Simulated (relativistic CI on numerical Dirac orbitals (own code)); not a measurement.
Electric-dipole lines of Rh⁴¹⁺

Computed by Dirac-Coulomb-Breit CI, separate exchange-only KLI orbitals for each configuration, model QED (radiative potential, 1s self-energy scaled to tabulated hydrogen-like ionisation energies), unscaled Slater integrals (own radial code, finite nucleus).

CI space (outside the closed core 1s2): 2s2, 2s 2p, 2p2, 2p 3s, 2p 3p, 2s 3s, 2s 3p, 2s 3d, 2s 4s, 2s 4p, 2s 4d, 2s 4f, 2s 5s, 3s2, 2s 5p, 2s 5d, 2s 5f, 2s 5g, 3s 3p, 3p2. Levels of other configurations are missing.

| λ vac (nm) | Lower | Upper | A (s⁻¹) | E lower (eV) | E upper (eV) |
| --- | --- | --- | --- | --- | --- |
| 0.26450 | 2s 2p 3P°_2 [5] | 2s 4d 3D_3 [43] | 7.02e+13 | 247.49 | 4934.91 |
| 0.33198 | 2s 2p 3P°_2 [5] | 2p 3p 3D_3 [31] | 5.95e+13 | 247.49 | 3982.20 |
| 0.33287 | 2s 2p 3P°_1 [3] | 2p 3p 3D_2 [26] | 5.95e+13 | 99.26 | 3824.00 |
| 0.33346 | 2s2 1S_0 [1] | 2s 3p 1P°_1 [15] | 6.86e+13 | 0.00 | 3718.10 |
| 0.33737 | 2s2 1S_0 [1] | 2s 3p 3P°_1 [14] | 4.83e+13 | 0.00 | 3675.01 |
| 0.33895 | 2s 2p 3P°_0 [2] | 2s 3d 3D_1 [18] | 1.55e+14 | 82.13 | 3739.97 |
| 0.34006 | 2s 2p 3P°_1 [3] | 2s 3d 3D_2 [19] | 1.86e+14 | 99.26 | 3745.17 |
| 0.34055 | 2s 2p 3P°_1 [3] | 2s 3d 3D_1 [18] | 1.06e+14 | 99.26 | 3739.97 |
| 0.35332 | 2s 2p 3P°_2 [5] | 2s 3d 3D_3 [21] | 2.24e+14 | 247.49 | 3756.60 |
| 0.35447 | 2s 2p 3P°_2 [5] | 2s 3d 3D_2 [19] | 5.12e+13 | 247.49 | 3745.17 |
| 0.35771 | 2s 2p 1P°_1 [6] | 2s 3d 1D_2 [23] | 1.85e+14 | 302.40 | 3768.43 |
| 0.71786 | 2s 3d 3D_3 [21] | 2s 5f 3F°_4 [61] | 1.46e+13 | 3756.60 | 5483.73 |
| 0.96338 | 2s 3s 3S_1 [11] | 2s 4p 3P°_2 [39] | 8.57e+12 | 3633.67 | 4920.64 |
| 0.98794 | 2s 3p 3P°_1 [14] | 2s 4d 3D_2 [42] | 1.66e+13 | 3675.01 | 4929.99 |
| 1.0157 | 2s 3p 1P°_1 [15] | 2s 4d 1D_2 [44] | 1.44e+13 | 3718.10 | 4938.78 |
| 1.0228 | 2s 3p 3P°_2 [16] | 2s 4d 3D_3 [43] | 2.20e+13 | 3722.71 | 4934.91 |
| 1.0330 | 2s 3d 3D_1 [18] | 2s 4f 3F°_2 [45] | 3.36e+13 | 3739.97 | 4940.19 |
| 1.0373 | 2s 3d 3D_2 [19] | 2s 4f 3F°_3 [46] | 3.75e+13 | 3745.17 | 4940.41 |
| 1.0450 | 2s 3d 3D_3 [21] | 2s 4f 3F°_4 [47] | 4.35e+13 | 3756.60 | 4943.03 |
| 1.0548 | 2s 3d 1D_2 [23] | 2s 4f 1F°_3 [48] | 3.90e+13 | 3768.43 | 4943.81 |
| 2.2166 | 2s 4p 1P°_1 [40] | 2s 5d 1D_2 [58] | 4.16e+12 | 4922.16 | 5481.50 |
| 2.2174 | 2s 4p 3P°_2 [39] | 2s 5d 3D_3 [57] | 4.53e+12 | 4920.64 | 5479.79 |
| 2.2405 | 2s 4d 3D_1 [41] | 2s 5f 3F°_2 [59] | 6.78e+12 | 4928.90 | 5482.28 |
| 2.2443 | 2s 4d 3D_2 [42] | 2s 5f 3F°_3 [60] | 7.21e+12 | 4929.99 | 5482.42 |
| 2.2591 | 2s 4d 3D_3 [43] | 2s 5f 3F°_4 [61] | 8.04e+12 | 4934.91 | 5483.73 |
| 2.2731 | 2s 4d 1D_2 [44] | 2s 5f 1F°_3 [62] | 7.73e+12 | 4938.78 | 5484.22 |
| 2.2786 | 2s 4f 3F°_2 [45] | 2s 5g 3G_3 [64] | 1.22e+13 | 4940.19 | 5484.31 |
| 2.2797 | 2s 4f 3F°_3 [46] | 2s 5g 3G_4 [63] | 1.25e+13 | 4940.41 | 5484.28 |
| 2.2869 | 2s 4f 3F°_4 [47] | 2s 5g 3G_5 [65] | 1.33e+13 | 4943.03 | 5485.17 |
| 2.2900 | 2s 4f 1F°_3 [48] | 2s 5g 1G_4 [66] | 1.27e+13 | 4943.81 | 5485.23 |

Terms are leading LS components. Brackets give the number of a level in order of energy, since labels repeat. The list gives strong lines, with weight on those to low levels, without lines whose two gauges differ by over a factor of 2.5, among the lowest 66 of 76 levels, so that lines to higher ones, which can be the strongest, are missing. Levels whose partners in the same complex of configurations lie outside the list can be far off, and so can their lines. Rates are taken at the computed energies, electric ones in the length gauge.

At this charge energies of transitions that change n are usually good to better than 1 %, and those within a shell (Δn = 0) to a few per cent.

**Question.** From the table, what is the radiative lifetime of 2s 4d 3D_3?

**Answer.** The listed rates from this level add up to about 9.22e+13 s⁻¹, 100 % of its decay; with all channels τ = 1.08e-14 s.

LS names give the leading component of a level, which can be under half, so a name can repeat, a term be missing and a line seem to break the LS rules.
